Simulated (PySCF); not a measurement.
Job for PySCF: R-HF/STO-3G on GeSe, 2S+1 = 1, a spin state set in the input, which need not be the lowest, a point of a bond scan (R = 2.044 Å).

```python
from pyscf import gto, scf, dft, mp
from pyscf.data.elements import chemcore

mol = gto.M(
    atom='''
    Ge    0.00000000    0.00000000    0.00000000
    Se    0.00000000    0.00000000    2.04401500
    ''',
    basis='sto-3g',
    charge=0, spin=0, verbose=3, max_memory=1800)
mf = scf.RHF(mol)
mf.conv_tol = 1e-8
mf.max_cycle = 100
mf.kernel()
if not mf.converged:
    mf = mf.newton().run(mf.mo_coeff, mf.mo_occ)
```

Problem. Predict the final total energy.

Solution. -4425.3221 hartree.
